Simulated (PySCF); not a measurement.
Isomers of C4H12GeOSi, mass 177.987 u with the commonest isotopes. Theory: PBE0-D3(BJ)/def2-SVP geometry optimisation, gas phase (PySCF). One conformer each, none proved a minimum here; rigid rotors.

Question: Order these by rotational constant C, largest first.
A. `[SiH3:1][O:2][GeH:3]1[CH2:4][CH2:5][CH2:6][CH2:7]1` with Si1–O2–Ge3–C4 -179°, O2–Ge3–C4–C5 98°, Ge3–C4–C5–C6 38°, C4–C5–C6–C7 -51°, C5–C6–C7–Ge3 35°
B. `[GeH3:1][O:2][SiH2:3][CH:4]1[CH2:5][CH2:6][CH2:7]1` with Ge1–O2–Si3–C4 1°, O2–Si3–C4–C5 -53°, Si3–C4–C5–C6 139°, C4–C5–C6–C7 -16°, C5–C6–C7–C4 16°, Si3–C4–C7–C6 -139°
C. `[SiH3:1][O:2][GeH2:3][CH:4]1[CH2:5][CH2:6][CH2:7]1` with Si1–O2–Ge3–C4 170°, O2–Ge3–C4–C5 50°, Ge3–C4–C5–C6 -139°, C4–C5–C6–C7 18°, C5–C6–C7–C4 -18°, Ge3–C4–C7–C6 139°
D. `[CH3:1][C:2]1([GeH2:3][O:4][SiH3:5])[CH2:6][CH2:7]1` with C1–C2–Ge3–O4 67°, C2–Ge3–O4–Si5 40°

Answer: D (881.6 MHz), A (829.5 MHz), C (718.1 MHz), B (666.7 MHz).

Question: Order these by out-of-plane moment Σ m c² = (Ia + Ib − Ic)/2, largest first.
A. `[CH3:1][C:2]1([GeH2:3][O:4][SiH3:5])[CH2:6][CH2:7]1` with C1–C2–Ge3–O4 67°, C2–Ge3–O4–Si5 40°
B. `[SiH3:1][O:2][GeH:3]1[CH2:4][CH2:5][CH2:6][CH2:7]1` with Si1–O2–Ge3–C4 -179°, O2–Ge3–C4–C5 98°, Ge3–C4–C5–C6 38°, C4–C5–C6–C7 -51°, C5–C6–C7–Ge3 35°
C. `[GeH3:1][O:2][SiH2:3][CH:4]1[CH2:5][CH2:6][CH2:7]1` with Ge1–O2–Si3–C4 1°, O2–Si3–C4–C5 -53°, Si3–C4–C5–C6 139°, C4–C5–C6–C7 -16°, C5–C6–C7–C4 16°, Si3–C4–C7–C6 -139°

Answer: A (74.10 u·Å²), B (63.74 u·Å²), C (46.26 u·Å²).

Question: Order these by rotational constant A, largest first.
A. `[GeH3:1][O:2][SiH2:3][CH:4]1[CH2:5][CH2:6][CH2:7]1` with Ge1–O2–Si3–C4 1°, O2–Si3–C4–C5 -53°, Si3–C4–C5–C6 139°, C4–C5–C6–C7 -16°, C5–C6–C7–C4 16°, Si3–C4–C7–C6 -139°
B. `[SiH3:1][O:2][GeH2:3][CH:4]1[CH2:5][CH2:6][CH2:7]1` with Si1–O2–Ge3–C4 170°, O2–Ge3–C4–C5 50°, Ge3–C4–C5–C6 -139°, C4–C5–C6–C7 18°, C5–C6–C7–C4 -18°, Ge3–C4–C7–C6 139°
C. `[SiH3:1][O:2][GeH:3]1[CH2:4][CH2:5][CH2:6][CH2:7]1` with Si1–O2–Ge3–C4 -179°, O2–Ge3–C4–C5 98°, Ge3–C4–C5–C6 38°, C4–C5–C6–C7 -51°, C5–C6–C7–Ge3 35°
D. `[CH3:1][C:2]1([GeH2:3][O:4][SiH3:5])[CH2:6][CH2:7]1` with C1–C2–Ge3–O4 67°, C2–Ge3–O4–Si5 40°

Answer: C (3239 MHz), B (2384 MHz), A (2159 MHz), D (2024 MHz).

```json
{"SMILES": "C[C]1([GeH2][O][SiH3])CC1", "point group": "C1", "Ia (u·Å²)": "249.70", "Ib (u·Å²)": "471.74", "Ic (u·Å²)": "573.24", "κ": "-0.67", "μa (D)": "1.89", "μb (D)": "0.43", "μc (D)": "0.11"}
{"SMILES": "[SiH3][O][GeH]1[CH2]CC[CH2]1", "point group": "C1", "Ia (u·Å²)": "156.01", "Ib (u·Å²)": "580.68", "Ic (u·Å²)": "609.22", "κ": "-0.97", "μa (D)": "1.63", "μb (D)": "0.33", "μc (D)": "0.52"}
{"SMILES": "[GeH3][O][SiH2]C1CCC1", "point group": "near Cs", "Ia (u·Å²)": "234.11", "Ib (u·Å²)": "616.39", "Ic (u·Å²)": "757.98", "κ": "-0.79", "μa (D)": "0.26", "μb (D)": "1.50", "μc (D)": "0.01"}
{"SMILES": "[SiH3][O][GeH2][CH]1CCC1", "point group": "C1", "Ia (u·Å²)": "212.02", "Ib (u·Å²)": "583.71", "Ic (u·Å²)": "703.75", "κ": "-0.82", "μa (D)": "1.29", "μb (D)": "0.83", "μc (D)": "0.11"}
```
